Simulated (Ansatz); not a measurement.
Z-matrix (Å, degrees):
```
C
C 1 1.509
H 1 1.092 2 110.4
H 1 1.092 2 110.4 3 -119.7
H 1 1.093 2 110.5 3 120.1
O 2 1.411 1 108.5 3 59.5
H 2 1.101 1 109.9 3 -178.9
H 2 1.101 1 109.6 3 -61.7
Sb 6 1.982 2 116.7 1 174.6
Si 9 2.592 6 94.4 2 95.8
H 9 1.710 6 91.9 2 -173.8
H 10 1.489 9 109.5 6 167.0
H 10 1.488 9 109.2 6 -74.6
H 10 1.485 9 111.1 6 45.8
```

Charge 0, multiplicity 1. Sb takes the def2 core potential.

Problem. List the r2SCAN/def2-TZVPP orbital energies in eV (the Gaussian-basis code of Ansatz). (Best estimate.)

Solution. Ansatz gave: Occupied: -1791.02, -515.52, -274.30, -272.70, -154.01, -141.50, -105.80, -105.71, -105.61, -96.37, -96.35, -96.34, -34.09, -33.98, -33.90, -33.85, -33.80, -25.94, -19.32, -15.76, -14.87, -13.28, -11.84, -11.33, -10.36, -9.41, -9.21, -8.99, -8.90, -8.15, -7.44, -6.79, -5.85. Lowest empty: -1.84, -0.86, -0.07, 0.56, 0.76, 1.42, 1.76, 2.76.
